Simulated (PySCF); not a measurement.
Fe³⁺ (iron, charge +3): UHF calculation

Configuration: [Ar] 3d5, high-spin 6S determinant. Calculation: PySCF 2.14, in x2c-TZVPall (6s5p4d1f, 48 functions); scalar relativity by spin-free X2C-1e.

- Total energy: -1269.498691 hartree
- One-electron energy: -1721.6919 hartree
- Hartree (Coulomb) energy: 506.4835 hartree
- Exchange energy: -54.2903 hartree
- ⟨S²⟩: 8.7511
- ⟨L²⟩: 0.000
- Sum of ⟨r⟩: 13.57 bohr
- Sum of ⟨r²⟩: 12.90 bohr²
- Langevin diamagnetic susceptibility: -10.2 ×10⁻⁶ cm³/mol
- Time after the integrals: 0.2 s of wall time on 1 thread of Intel(R) Xeon(R) Platinum 8259CL CPU @ 2.50GHz (shared host)

```
shell  electrons  mean orbital energy (hartree)  rms radius, mean of both spins (bohr)
 1s α          1                     -265.06836                                 0.0675
 1s β          1                     -265.06480                                 0.0675
 2s α          1                      -33.91510                                  0.288
 2s β          1                      -33.74865                                  0.288
 2p α          3                      -28.98246                                  0.260
 2p β          3                      -28.81586                                  0.260
 3s α          1                       -5.83636                                  0.864
 3s β          1                       -5.36882                                  0.864
 3p α          3                       -4.38324                                  0.919
 3p β          3                       -3.81857                                  0.919
 3d α          5                       -2.06059                                   1.07
```

Densities and radii are taken from the X2C orbitals without a picture-change correction, which distorts them close to the nucleus.
